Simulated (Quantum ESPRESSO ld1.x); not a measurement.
Results of a calculation; reference values are marked as such.
The europium ion Eu55+, configuration [He] 2s2 2p4. Level of theory: scalar-relativistic Kohn-Sham, LDA (Slater exchange, Perdew-Zunger correlation), spin-polarised, spherical densities, point nucleus; open shells are filled with parallel spins first (ld1.x of Quantum ESPRESSO 7.5).

Unscreened Slater integrals over Kohn-Sham orbitals (eV). They are taken over the spin-up orbitals.

\begin{tabular}{lr}
integral & value \\ \hline
F0(2p,2p) & 306.18 \\
F2(2p,2p) & 145.77 \\
F0(2p,2s) & 281.57 \\
G1(2p,2s) & 159.40 \\
F0(2p,1s) & 415.23 \\
G1(2p,1s) & 81.282 \\
F0(2s,2s) & 266.20 \\
F0(2s,1s) & 375.67 \\
G0(2s,1s) & 38.619 \\
F0(1s,1s) & 1155.2 \\
\end{tabular}

Derived for the open shells (J is the average intra-shell exchange parameter used in DFT+U). 2p: J = F2/5 = 29.15 eV.
